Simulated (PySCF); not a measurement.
Symmetry of computed structures. Computed with PySCF 2.14.0, PBE0-D3(BJ)/def2-SVP geometry optimisation, gas phase, def2 core potentials past Kr. The symmetry is that of the one conformer found, every atom within 0.08 Å of its image; none is proved a minimum here. The geometries of the anions come from a basis without diffuse functions.

What symmetry has [PdCl6]2-, `[Cl][Pd-2]([Cl])([Cl])([Cl])([Cl])[Cl]`?

Oh; spherical top; symmetry number 24; 48 operations, which sort the 7 atoms into 2 sets; dipole about the centre of mass forbidden by symmetry (computed 0.00 D); A, B, C = 655.2, 654.4, 653.7 MHz.

Point group, rotor type and polarity of `[CH3:1][C:2](=[O:3])[C:4]1=[CH:5]/[C:6](=[CH:7]/[OH:8])[CH:9]=[CH:10]1` with C1–C2–C4–C5 0°, C6–C7–O8–H 0°, H–C1–C2–O3 0° (nearest H)?

Cs; near-prolate asymmetric top; symmetry number 1; 2 operations, which sort the 18 atoms into 17 sets; dipole 4.41 D, in the ab plane, which is the mirror; A, B, C = 3881, 693.8, 590.8 MHz.

`[O:1]=[C:2]([OH:3])[C@H:4]1[C@H:5]2[CH:6]=[CH:7][C@@H:8]1[CH:9]=[CH:10]2` with O1–C2–O3–H 0°, O1–C2–C4–C5 -140°: symmetry, top, dipole?

C1; asymmetric top; symmetry number 1; this conformer is chiral (no improper operation); dipole 1.53 D.
